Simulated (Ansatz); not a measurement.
The same path of F3GeH + H2S (8 atoms, charge 0, multiplicity 1) was run twice with different band settings. Lost on the way: Ge1–F2, S6–H8. Made: Ge1–S6, F2–H8.

The calculation used RKS PBE0-D4/def2-SVP in Ansatz.

Relaxed end points:

```xyz
8
Properties=species:S:1:pos:R:3
Ge 0.188 0.099 -0.108
F 0.270 -0.072 1.601
F 1.822 -0.078 -0.612
H -0.366 1.415 -0.607
F -0.582 -1.311 -0.720
S -2.923 0.198 0.996
H -2.886 -1.049 0.481
H -2.254 -0.182 2.105
```

```xyz
8
Properties=species:S:1:pos:R:3
Ge -0.730 -0.028 -0.204
F -0.216 0.919 2.248
F 0.559 -0.842 0.680
H -0.255 1.379 -0.530
F -0.770 -0.944 -1.674
S -2.661 -0.388 0.751
H -2.996 -1.255 -0.232
H 0.340 0.180 2.098
```

Common settings: movable images 5; climbing image yes; spring 5.0 eV/Å²; optimiser quadratic models (default); start path through a guess of the saddle point; force threshold 0.05 eV/Å; end points relaxed.

| run | iteration limit |
| --- | --- |
| 1 | 60 |
| 2 | 6 |

Task: What does each run give, and how far can it be trusted?

Result: Run 1: converged after 13 iterations, highest image 1.061 eV above the first end. A vibrational analysis at the climbing image gives one clearly imaginary mode, 728i cm⁻¹, and a faint second one (22i cm⁻¹) that may be numerical noise or a soft torsion: probably a first-order saddle point.
Run 2: not converged after 6 iterations, highest image 1.052 eV above the first end. The band didn't meet its force threshold, so its energies are provisional: the largest band force was still 0.97 eV/Å, and over the last iterations the top moved between 1.05 and 1.29 eV.
The orbitals stay closed-shell, which can raise the energy where a bond breaks towards radicals; this wasn't checked here.
